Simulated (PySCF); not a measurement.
Screening by computed properties: pick the candidate that meets the target.

All species are isolated and taken at one optimised geometry, non-relativistic unless stated; the electronic structure was computed with PySCF and density fitting.

Dipoles, sizes and rotational constants follow the conformer. The torsions of the flexible species, by atom-mapped SMILES:
- `[CH3:1][C:2](=[O:3])[N:4]([CH3:5])[C:6]([CH3:7])=[O:8]`: C1–C2–N4–C5 -1°, C2–N4–C6–C7 -1°
- `[SiH3:1]/[CH:2]=[CH:3]/[S:4][SiH2:5][PH2:6]`: C2–C3–S4–Si5 180°, C3–S4–Si5–P6 17°, H–P6–Si5–S4 160°, H–P6–Si5–S4 67°
- `[CH2:1]=[C:2]([SiH3:3])[O:4][CH2:5][C:6]#[N:7]`: C1–C2–O4–C5 0°, C2–O4–C5–C6 180°

The conformers of `C[Si@@]1(F)C[C@@H](F)CS1` aren't listed.

Problem. Wanted: static isotropic polarisability below 76 au (CAM-B3LYP/def2-SVPD) and smallest rotational constant above 0.7 GHz (GFN2-xTB), at GFN2-xTB geometries. Which candidate meets both?
A. `C#C[C@@H]1S[C@]1(C)F`
B. `C#CC1=CC[C@@H](F)S1`
C. `[SiH3]/C=C/S[SiH2]P`
D. `P1[SiH2]CCS[SiH2]1`
E. `CC(=O)N(C)C(C)=O`

Solution. E. Computed values:
```csv
species,static isotropic polarisability,smallest rotational constant
CC(=O)N(C)C(C)=O,73.7 au,1.193 GHz
C#C[C@@H]1S[C@]1(C)F,77.7 au,1.491 GHz
C#CC1=CC[C@@H](F)S1,89.4 au,1.014 GHz
P1[SiH2]CCS[SiH2]1,120.3 au,0.895 GHz
[SiH3]/C=C/S[SiH2]P,130.6 au,0.534 GHz
```

Problem. Wanted: dipole moment above 3.3 D (CAM-B3LYP/def2-SVPD) and HOMO–LUMO gap above 8 eV (CAM-B3LYP/def2-SVPD), at GFN2-xTB geometries. Which candidate meets both?
A. `C1CS[SiH2]P[SiH2]1`
B. `C#CC1=CC[C@@H](F)S1`
C. `C[Si@H]1[C@H](CO1)C#N`
D. `CC(=O)N(C)C(C)=O`

Solution. C. Computed values:
```csv
species,dipole moment,HOMO–LUMO gap
C1CS[SiH2]P[SiH2]1,1.56 D,8.60 eV
C#CC1=CC[C@@H](F)S1,2.39 D,7.76 eV
CC(=O)N(C)C(C)=O,3.06 D,9.65 eV
C[Si@H]1[C@H](CO1)C#N,3.44 D,10.21 eV
```

Problem. Wanted: HOMO energy between -9 eV and -8.7 eV (CAM-B3LYP/def2-SVPD) and lowest triplet excitation (Tamm–Dancoff) below 5.1 eV (TDA CAM-B3LYP/def2-SVPD), at GFN2-xTB geometries. Which candidate meets both?
A. `C(OC([SiH3])=C)C#N`
B. `CC(=O)N(C)C(C)=O`
C. `C1CS[SiH2]P[SiH2]1`
D. `C[Si@@H]1OC[C@@H]1C#N`
E. `[C@@H]1([C@@](S1)(C)F)C#C`
F. `C[Si@@]1(F)C[C@@H](F)CS1`
G. `C#CC1=CC[C@@H](F)S1`

Solution. A. Computed values:
| species | HOMO energy | lowest triplet excitation (Tamm–Dancoff) |
| --- | --- | --- |
| C[Si@@H]1OC[C@@H]1C#N | -9.66 eV | 6.14 eV |
| CC(=O)N(C)C(C)=O | -9.28 eV | 4.70 eV |
| C(OC([SiH3])=C)C#N | -8.88 eV | 4.32 eV |
| C[Si@@]1(F)C[C@@H](F)CS1 | -8.59 eV | 5.29 eV |
| [C@@H]1([C@@](S1)(C)F)C#C | -8.49 eV | 4.11 eV |
| C1CS[SiH2]P[SiH2]1 | -7.89 eV | 5.00 eV |
| C#CC1=CC[C@@H](F)S1 | -7.77 eV | 3.15 eV |

Problem. Wanted: electronic spatial extent ⟨r²⟩ about the centre of nuclear charge above 1300 bohr² (CAM-B3LYP/def2-SVPD) and lowest singlet excitation above 4.8 eV (TDDFT CAM-B3LYP/def2-SVPD), at GFN2-xTB geometries. Which candidate meets both?
A. `C[Si@@H]1OC[C@@H]1C#N`
B. `C#CC1=CC[C@@H](F)S1`
C. `C=C([SiH3])OCC#N`
D. `C(#C)[C@H]1[C@](S1)(F)C`
E. `CC(=O)N(C)C(C)=O`
F. `C1CS[SiH2]P[SiH2]1`

Solution. F. Computed values:
```
                species  electronic spatial extent ⟨r²⟩ about the centre of nuclear charge  lowest singlet excitation
C(#C)[C@H]1[C@](S1)(F)C                                                          859 bohr²                    4.61 eV
  C[Si@@H]1OC[C@@H]1C#N                                                          890 bohr²                    6.77 eV
       CC(=O)N(C)C(C)=O                                                          996 bohr²                    5.16 eV
    C#CC1=CC[C@@H](F)S1                                                         1130 bohr²                    5.02 eV
       C=C([SiH3])OCC#N                                                         1269 bohr²                    6.61 eV
     C1CS[SiH2]P[SiH2]1                                                         1323 bohr²                    5.47 eV
```
